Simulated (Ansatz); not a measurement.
GeH₄. Charge 0, multiplicity 1. Geometry B3LYP-D4/def2-TZVP.

Cartesian coordinates in Å:
```
Ge 0.000 0.000 0.000
H -0.969 -0.875 -0.809
H 0.248 -0.644 1.372
H -0.610 1.396 0.193
H 1.331 0.124 -0.756
```

(1) Estimate the orbital energies around the gap (eV) in Ansatz with PBE-D4/def2-SVP, PBE-D4/def2-TZVP, PBE0-D4/def2-SVP, PBE0-D4/def2-TZVP, ωB97X-V/def2-TZVP.

## Answers

(1) 
```
orbital  PBE-D4/def2-SVP  PBE-D4/def2-TZVP  PBE0-D4/def2-SVP  PBE0-D4/def2-TZVP  ωB97X-V/def2-TZVP
 HOMO−9          -113.88           -113.75           -120.74            -120.62            -122.20
 HOMO−8           -29.69            -29.58            -33.57             -33.46             -35.90
 HOMO−7           -29.69            -29.58            -33.57             -33.46             -35.90
 HOMO−6           -29.69            -29.58            -33.57             -33.46             -35.90
 HOMO−5           -29.62            -29.52            -33.49             -33.39             -35.82
 HOMO−4           -29.62            -29.52            -33.49             -33.39             -35.82
 HOMO−3           -13.85            -13.91            -15.66             -15.71             -18.69
 HOMO−2            -8.29             -8.35             -9.62              -9.65             -12.12
 HOMO−1            -8.29             -8.35             -9.62              -9.65             -12.12
   HOMO            -8.29             -8.35             -9.62              -9.65             -12.12
   LUMO             0.73              0.17              1.56               1.07               3.08
 LUMO+1             0.73              0.59              1.56               1.43               3.47
 LUMO+2             0.73              0.59              1.56               1.43               3.47
 LUMO+3             0.94              0.59              2.01               1.43               3.47
 LUMO+4             5.25              3.94              6.12               4.79               6.91
 LUMO+5             7.12              3.94              8.17               4.79               6.91
```
